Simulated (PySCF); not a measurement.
H2Si2 (SMILES [Si]=[SiH2]), singlet, at a GFN2-xTB geometry. Base run: PySCF with TPSS/cc-pVDZ.

Geometry (Å):
```xyz
4

Si    -0.9241     0.2350     0.0785
Si     1.1853    -0.2553    -0.1290
H     -2.0811     1.1135    -0.1818
H     -1.5763    -0.8304     0.8897
```
All else is at PySCF's defaults.

Variants of this job, named by their change:

| change | E (Eh) | HOMO (eV) | HOMO-LUMO gap (eV) | dipole (D) |
|---|---|---|---|---|
| base | -580.11738 | -5.16 | 0.91 | 0.49 |
| functional = wb97x | -580.04778 | -7.93 | 6.64 | 0.61 |
| functional = x3lyp | -580.02523 | -5.67 | 2.20 | 0.52 |
| functional = pbe0; dispersion = d4 | -579.82612 | -5.92 | 2.44 | 0.50 |
| functional = mn12l | -580.00358 | -5.28 | 0.99 | 0.54 |
| functional = lc_wpbe | -579.85764 | -8.18 | 6.97 | 0.62 |
| functional = blyp | -580.06808 | -4.83 | 0.75 | 0.46 |
| functional = pbe0 | -579.82347 | -5.92 | 2.44 | 0.50 |
| functional = m06l | -580.06280 | -5.27 | 1.17 | 0.55 |
| functional = pbe | -579.77172 | -5.07 | 0.76 | 0.42 |
| functional = pw91,pw91 | -580.03735 | -5.09 | 0.75 | 0.42 |
| functional = bhandhlyp | -580.06612 | -6.51 | 4.10 | 0.60 |
| functional = lda,vwn | -577.74213 | -5.15 | 0.70 | 0.38 |

Totals shift with the method and basis; they matter in differences.
